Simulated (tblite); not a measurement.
Br3Ga (SMILES [Br][Ga]([Br])[Br]), singlet, at a GFN2-xTB geometry (such geometries of metal compounds can be far from the true shape); GFN1-xTB with ALPB(water) in tblite 0.6.0.

tblite was given this input:
```
$ tblite run mol.xyz --method gfn1 --charge 0 --spin 0 --alpb water --json tblite.json --no-restart

# file mol.xyz
4

Ga     0.00000000    -0.00000000     0.00000000
Br     2.17032508    -0.33225835    -0.66424648
Br    -0.77422939    -0.98270758     1.92270243
Br    -1.39609569     1.31496593    -1.25845594
```

### Question
What does tblite print? Leave out banner, timings and long lists.

### Answer

```
xTB calculator
 | screened Coulomb repulsion
 | Coulomb electrostatics
 |  * isotropic Klopman-Ohno-Mataga-Nishimoto electrostatics
 |  * onsite third-order electrostatics
 | DFT-D3(BJ) dispersion correction
 | Interactions (3)
 | [1] alpb/gbsa reaction field model
 | [2] cds contribution to solvation
 | [3] empirical free energy shift and standard state/solvent correction

halogen bonding energy    0.0000000000000E+00 Eh
repulsion energy          3.9417300864311E-02 Eh
dispersion energy        -2.0068875815294E-03 Eh
interaction energy       -4.2560490383974E-03 Eh
number of electrons       2.4000000000000E+01 e
integral cutoff           4.0000000000000E+01 bohr

------------------------------------------------------------
  cycle        total energy    energy error   density error
------------------------------------------------------------
      1     -13.12287713354  -1.3156031E+01   3.7061573E-01
      2     -13.15302042293  -3.0143289E-02   1.9273364E-01
      3     -13.15290492059   1.1550235E-04   8.9510821E-02
      4     -13.15419938632  -1.2944657E-03   8.0185898E-03
      5     -13.15429815206  -9.8765744E-05   4.4011387E-04
      6     -13.15429718826   9.6380029E-07   8.7454034E-04
      7     -13.15429836749  -1.1792214E-06   1.7967011E-05
      8     -13.15429836799  -5.0286530E-10   2.4261865E-06
------------------------------------------------------------

electronic energy        -1.3187452732233E+01 Eh
total energy             -1.3154298367988E+01 Eh

Post processing:
 | Mayer-Wiberg bond orders

[Info] JSON dump of results written to 'tblite.json'
```
